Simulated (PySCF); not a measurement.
C₂H₅BF₂, SMILES B(F)(CC)F.

The structure is a stationary point at TPSSh-D3(BJ)/def2-SVP. One conformer was computed; it need not be the lowest.

Two levels are set side by side: PBE/def2-TZVP (PySCF) and PBE0/def2-TZVP (PySCF). Same geometry, gas phase. Differences are taken from unrounded values.

```json
[
 {"quantity": "orbital gap (eV)", "PBE": "7.18"},
 {"quantity": "highest occupied level (eV)", "PBE": "-7.92"},
 {"quantity": "lowest empty level (eV)", "PBE": "-0.74"},
 {"quantity": "dipole moment (D)", "PBE": "1.61"},
 {"quantity": "mean polarisability (bohr³)", "PBE": "39.5"}
]
```

Problem. These are the PBE values. What does PBE0 give? (The exact figures need the calculation; the answer reports its results.)

Solution. 
```
quantity                      PBE0  PBE minus PBE0
---------------------------  -----  --------------
orbital gap (eV)              9.76           -2.58
highest occupied level (eV)  -9.44            1.52
lowest empty level (eV)       0.32           -1.07
dipole moment (D)             1.72           -0.11
mean polarisability (bohr³)   37.9             1.6
```

PBE's occupied levels lie high since its potential decays too fast outside the molecule; exact exchange lowers them and widens the gap. Loosely held outer electrons make PBE densities more polarisable. Differences between two approximate levels are no errors against the true value.

Rough cost on one machine, each run with all the roots and properties that it gave: PBE0 against PBE within a factor of 2.
